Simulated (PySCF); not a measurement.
Working out the ionisation energy of Ge

Ge [Ar] 3d10 4s2 4p2 (3P) → Ge⁺ [Ar] 3d10 4s2 4p1 (2P). All numbers are calculated (PySCF 2.14, scalar relativity by spin-free X2C-1e, in jorge-DZP-DKH). Frozen: [Ar] 3d10. Energies in hartree (1 hartree = 27.21139 eV):

```json
{"part": "UHF", "Ge (lower)": "-2096.932591", "Ge⁺ (upper)": "-2096.663015"}
{"part": "CCSD correlation", "Ge (lower)": "-0.031039", "Ge⁺ (upper)": "-0.034409"}
{"part": "(T)", "Ge (lower)": "-0.000223", "Ge⁺ (upper)": "-0.000155"}
```

**Question.** What does Hartree-Fock give?

**Answer.** (-2096.663015) − (-2096.932591) = 0.269576 hartree = 7.336 eV.

**Question.** What do CCSD and CCSD(T) give?

**Answer.** The CCSD correlation energies differ by -0.003370 hartree = -0.092 eV and the triples by 0.000068 hartree = 0.002 eV, so CCSD gives 7.244 eV and CCSD(T) 7.246 eV.

Measured between the centres of the two terms (NIST): 7.925 eV, so CCSD(T) (valence) is off by -0.679 eV.

A double-zeta basis recovers only part of the correlation energy.

What remains against the reference includes basis incompleteness, the frozen core and higher excitations.
